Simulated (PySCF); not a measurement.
## C₈H₁₁FOSi: full NMR table

```yaml
Formula: C8H11FOSi
SMILES: C=C[SiH2]OC(=C)C#CCCF
Point_group_of_the_computed_structure: C1
Degrees_of_unsaturation: 4
Carbon_signals: 8
Proton_signals: 8
```

Structure with atom numbers: `[CH2:1]=[CH:2][SiH2:3][O:4][C:5](=[CH2:6])[C:7]#[C:8][CH2:9][CH2:10][F:11]`; H(Xn) means a hydrogen on atom n. Ha(C6) is cis to O4; Ha(C1) is cis to Si3; Hb(C6) is trans to O4; Hb(C1) is trans to Si3.

[PySCF 2.14.0 with density-fitted response routines: structure optimised with GFN2-xTB; NMR shieldings at PBE0/pcSseg-1/GIAO; isolated molecule; one averaged value for each set of equivalent atoms; a single conformation; relativity neglected]

References, each an isolated molecule treated in the same way: ¹H (σref 31.72) and ¹³C (σref 186.93) and ²⁹Si (σref 349.16) against TMS; ¹⁹F (σref 170.95) vs CFCl3; ¹⁷O (σref 336.08) against H2O.

| carbon | δC, type | δH (multiplicity) | HMBC from (2–3 bonds) | span of the C tensor (ppm) |
| --- | --- | --- | --- | --- |
| C1 | 144.2, CH2 | Ha(C1) 6.45 (m); Hb(C1) 6.60 (m) | H(C2), H(Si3) | 257 |
| C2 | 144.4, CH | 6.28 (m) | Hb(C1), Ha(C1), H(Si3) | 240 |
| C5 | 146.5, C | – | H(Si3), Ha(C6), Hb(C6) | 175 |
| C6 | 108.7, CH2 | Hb(C6) 5.08 (m); Ha(C6) 5.18 (m) | – | 183 |
| C7 | 85.2, C | – | Ha(C6), Hb(C6), H(C9) | 259 |
| C8 | 98.7, C | – | H(C10), H(C9) | 210 |
| C9 | 25.1, CH2 | 2.69 (m) | H(C10) | 19 |
| C10 | 84.8, CH2 | 4.91 (m) | H(C9) | 85 |

Other nuclei:
```
 atoms  nucleus                           environment  δ (ppm)  σ (ppm)
H(Si3)       ¹H  hydrogen on a silicon bonded to C, O     5.23    26.49
   F11      ¹⁹F             fluorine on an sp3 carbon   -241.6    412.5
   Si3     ²⁹Si           silicon bonded to C, O, 2 H    -31.9    381.1
    O4      ¹⁷O                oxygen bonded to C, Si    114.4    221.7
```

1. Carbon types of the structure: 3 × C, 1 × CH, 4 × CH2, leaving 2 H on heteroatoms.
2. δC 146.5: alkene carbon bearing oxygen; an sp2 carbon further deshielded by the attached heteroatom.
3. δC 144.4: alkene CH; the olefinic region.
4. δC 144.2: terminal =CH2 carbon; the olefinic region.
5. δC 108.7: β carbon of an enol-ether or enamine type C=C; the O or N lone pair pushes π density onto this β carbon and shields it.
6. δC 98.7, 85.2: alkyne carbon; sp carbons lie upfield of alkene carbons because the cylindrical π system leaves one tensor component strongly shielded.

Splittings by ¹⁹F in the carbon and heteronuclear signals aren't shown, as no couplings were computed. Shifts are as computed. Against solution values, carbons near 30 ppm lie about +3 ppm off and those near 130 ppm about +5 ppm. Of 1211 compounds with measured shifts, 218 miss one by over three times the rms of a fit or turn the order of signals round; such compounds aren't used in these exercises. Unscaled 19F shifts against computed CFCl3 carry errors that often reach 10 to 50 ppm. Experimental scales use liquid or dissolved standards, which lie at an offset from isolated H2O (liquid H2O: subtract about 36 ppm). No couplings were computed; multiplicities are counted from neighbouring protons, with m where these are inequivalent, close in shift, in a saturated or five-membered ring or joined by F or P, and br s for small geminal =CH2 splittings.
